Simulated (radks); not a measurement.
The mean radii <r> (bohr) of the occupied orbitals of an atom or ion are listed with their occupations. All-electron calculation, non-relativistic Kohn-Sham, PBE, spin-polarised, spherical densities, point nucleus. Program: a radial shooting solver on a logarithmic mesh with Libxc functionals.

orbital  occ.      <r>
1s up       1  0.04129
1s down     1  0.04129
2s up       1   0.1822
2s down     1   0.1822
2p up       3   0.1569
2p down     3   0.1569
3s up       1   0.5206
3s down     1   0.5204
3p up       3   0.5217
3p down     3   0.5214
3d up       5   0.5182
3d down     5   0.5173
4s up       1    1.324
4s down     1    1.324
4p up       1    1.430

Name the element and its charge. Open shells, if any, are filled with parallel spins first.

Answer. Z = 37, rubidium, charge +6: Rb6+ in [Ar] 3d10 4s2 4p1. The 1s radius gives Z: for a bare nucleus <r> = 1.5/Z, 0.04054 bohr for Z = 37, and screening makes it slightly larger (0.04129 here). The occupations add up to 31, and the charge is Z minus that.
